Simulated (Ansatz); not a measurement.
Molecule: dibromogermane, sum formula GeH$_{2}$Br$_{2}$, charge 0, multiplicity 1. SMILES: [Br][GeH2][Br]
Geometry: optimised at B3LYP-D3(BJ)/def2-TZVP (Ansatz, an electronic-structure program).

Quantity: atomisation energy (electronic, to ground-state atoms), in kJ/mol. Correlated levels leave the core frozen unless marked. Open shells are spin-unrestricted. Spin-orbit coupling is left out. The frozen core is the preceding noble-gas configuration, with the filled d and f shells of earlier blocks. No relativistic terms. The coupled-cluster limit lacks core correlation, which all-electron functionals hold. CBS marks a two-point X^-3 extrapolation of the correlation energy; Hartree-Fock from the larger set (for Q and 5 zeta extrapolated as (X+1)exp(-9√X)). [CCSD(T)-MP2]/basis is that difference in the basis named.

| level | program | atomisation energy (kJ/mol) | minus last row |
|---|---|---|---|
| SVWN5/def2-TZVPD | Ansatz | 1406.5 | 171.3 |
| PBE0/STO-3G | Ansatz | 1730.4 | 495.2 |
| BHLYP-D3(BJ)/def2-TZVPD | Ansatz + dftd3 | 1194.3 | -40.9 |
| BHLYP-D4/def2-TZVPD | Ansatz + dftd4 | 1191.7 | -43.5 |
| CAM-B3LYP-D3(BJ)/def2-TZVPD | Ansatz + dftd3 | 1208.2 | -27.0 |
| wB97X/def2-TZVPD | Ansatz | 1225.2 | -10.0 |
| RI-MP2/aug-cc-pVTZ | Ansatz | 1204.2 | -31.0 |
| RI-MP2/CBS(cc-pVTZ,cc-pVQZ) | Ansatz | 1243.9 | 8.7 |
| SCS-MP2/cc-pVTZ | Ansatz | 1184.6 | -50.6 |
| CCSD/aug-cc-pVDZ | Ansatz | 1115.0 | -120.2 |
| CCSD/CBS(cc-pVQZ,cc-pV5Z) | Ansatz | 1209.7 | -25.5 |
| CCSD(T)/aug-cc-pVDZ | Ansatz | 1131.7 | -103.5 |
| CCSD(T)/cc-pV5Z | Ansatz | 1224.2 | -11.0 |
| RI-MP2/CBS(cc-pVTZ,cc-pVQZ)+[CCSD(T)-MP2]/cc-pVDZ | Ansatz | 1234.3 | -0.9 |
| CCSD(T)/CBS(cc-pVQZ,cc-pV5Z) | Ansatz | 1235.2 | 0.0 |
